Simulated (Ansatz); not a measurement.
Relaxation of ClH$_{2}$O$_{2}$Zn (6 atoms, charge 0, multiplicity 2), to a largest force component of 0.03 eV/Å in at most 50 steps.

The calculation used UKS B3LYP/def2-SVP in Ansatz 0.2.0.

```xyz
6
Properties=species:S:1:pos:R:3:forces:R:3
Zn 0.003 0.214 -0.380 0.00 -0.01 0.19
Cl -0.014 0.151 3.055 -0.10 0.30 -2.09
O -0.045 -0.129 -2.169 0.00 -0.03 -0.10
H 0.319 -1.004 -2.380 -0.01 0.03 0.04
O 0.057 -0.119 4.687 0.11 -0.30 2.02
H -0.580 -0.832 4.858 -0.01 0.00 -0.05
```

Problem. Where does it end, and by what steps?

Solution. It converged. After 41 steps the energy has fallen by 2.907 eV; O5 moved furthest, 2.01 Å. Parted: Cl2–O5 (1.66 → 2.53 Å). Joined: Zn1–Cl2 (3.44 → 2.28 Å), Zn1–O5 (5.08 → 1.96 Å).

| step | energy less start (eV) | largest force component (eV/Å) | accepted |
| --- | --- | --- | --- |
| 0 | 0.0000 | 2.088 | yes |
| 2 | -0.2422 | 2.350 | yes |
| 4 | -0.5859 | 3.125 | yes |
| 6 | -1.1270 | 3.241 | yes |
| 8 | -1.9357 | 0.689 | yes |
| 10 | -2.0353 | 0.167 | yes |
| 12 | -1.9568 | 1.734 | no |
| 14 | -2.0744 | 0.085 | yes |
| 16 | -2.0414 | 1.604 | no |
| 18 | -2.1222 | 0.319 | yes |
| 20 | -2.1415 | 0.273 | yes |
| 22 | -2.1519 | 0.213 | yes |
| 24 | -2.1685 | 0.187 | yes |
| 26 | -2.1886 | 0.947 | yes |
| 28 | -2.2709 | 0.276 | yes |
| 30 | -2.4022 | 0.627 | yes |
| 32 | -2.5740 | 1.183 | yes |
| 34 | -2.7545 | 0.706 | yes |
| 36 | -2.8386 | 0.515 | yes |
| 38 | -2.8828 | 0.422 | yes |
| 40 | -2.9062 | 0.117 | yes |
| 41 | -2.9068 | 0.019 | yes |

```xyz
6
Properties=species:S:1:pos:R:3
Zn -0.031 -0.073 0.938
Cl -0.497 1.679 2.320
O -0.012 -0.534 -0.792
H 0.324 -1.429 -0.932
O 0.363 -0.658 2.770
H -0.406 -0.703 3.367
```

Whether the end is a true minimum wasn't checked by a vibrational analysis.

Run time: 5.1 min on 2 threads of Arm Neoverse V1, on a shared host, peak memory 0.29 GiB.
